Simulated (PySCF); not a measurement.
# Reading the logs of faulty runs: AlB2H5Si

These are calculations, not measurements. The program is PySCF 2.14.0, an open-source quantum chemistry code, run on an isolated molecule that a program drew, which may never have been made. The molecule is AlB2H5Si (charge 0, singlet), drawn as the SMILES string `[Al][BH]B[SiH3]`.

Each row is a Hartree-Fock (HF) and frozen-core CCSD(T) single point in the cc-pV(D+d)Z basis, meant for a local HF minimum. Run 1 is clean. Each other run has one planted mistake out of seven kinds, and not every kind appears here: one electron removed, one electron added, multiplicity raised by two, geometry at a saddle point, minimal basis STO-3G, one bond length entered in bohr, all coordinates scaled. The reference is restricted for singlets and unrestricted otherwise, and also for a bond in bohr. Adding or removing an electron swaps singlet and doublet. Electrons count all cores. HOMO and LUMO are orbital energies over both spins, the gradient is its largest component, and the lowest frequency (negative if imaginary) is given only where the gradient is small. Bond lengths are over the 8 bonds as drawn. T1 is the CCSD diagnostic: over 0.02 (restricted) or 0.045 (unrestricted) a single reference is doubtful.

Geometry of the clean run:
```xyz
9
AlB2H5Si, angstrom
Al   -1.0539   -4.0656    0.9803
B    -0.0133   -2.3889   -0.1663
B    -0.3131   -0.8080    0.1059
Si    0.7095    0.2557    1.5242
H     0.7928   -2.8069   -0.9636
H    -1.2148   -0.2212   -0.4387
H    -0.2182    0.7307    2.5855
H     1.7834   -0.5240    2.1952
H     1.3418    1.4446    0.8956
```

| run | electrons | basis functions | <S^2> | HOMO (eV) | LUMO (eV) | gradient (hartree/bohr) | lowest frequency (cm^-1) | mean bond (Å) | longest bond (Å) | T1 | HF (hartree) | CCSD(T) (hartree) | mistake |
|---|---|---|---|---|---|---|---|---|---|---|---|---|---|
| 1 | 42 | 99 | 0.000 | -7.26 | 0.19 | 3.0e-05 | 57 | 1.6045 | 2.282 | 0.0228 | -583.03827 | -583.42722 | no fault |
| 2 | 43 | 99 | 0.942 | -1.01 | 5.38 | 1.1e-02 | - | 1.6045 | 2.282 | 0.0498 | -583.05244 | -583.46431 | one electron added |
| 3 | 42 | 99 | 1.075 | -7.58 | 0.18 | 1.6e-02 | - | 1.7386 | 2.282 | 0.0973 | -582.92958 | -583.31688 | ? |
| 4 | 42 | 33 | 0.000 | -3.50 | 7.50 | 2.5e-02 | - | 1.6045 | 2.282 | 0.0210 | -576.14411 | -576.33841 | ? |

**Which mistake was planted in run 3, and what did it cost?**

The mean bond changes by a factor of 1.084 and the longest by 1.000, so the molecule wasn't scaled as a whole. A length L in bohr read as angstrom grows by (1/0.5292 - 1) L = 0.890 L. The 8 bonds together grew by 8 x 0.1341 = 1.073 Å, which gives L = 1.206 Å. That is the length of one of the B-H bonds, 1.206 Å in the clean geometry. So the mistake is: one bond length entered in bohr. Subtracting run 1 and multiplying by 627.51 kcal/mol a hartree, the energy moved by 68.2 kcal/mol in HF and 69.2 kcal/mol in CCSD(T).

**Which mistake was planted in run 4, and what did it cost?**

It has 33 basis functions where the clean run has 99, with the same electrons and geometry. So the mistake is: minimal basis STO-3G. Subtracting run 1 and multiplying by 627.51 kcal/mol a hartree, the energy moved by 4326.2 kcal/mol in HF and 4448.3 kcal/mol in CCSD(T).

Cautions from the logs. Run 1: T1 is over the limit, so its CCSD(T) energy is less reliable; run 2: T1 is over the limit, so its CCSD(T) energy is less reliable; run 3: T1 is over the limit, so its CCSD(T) energy is less reliable; run 4: T1 is over the limit, so its CCSD(T) energy is less reliable.
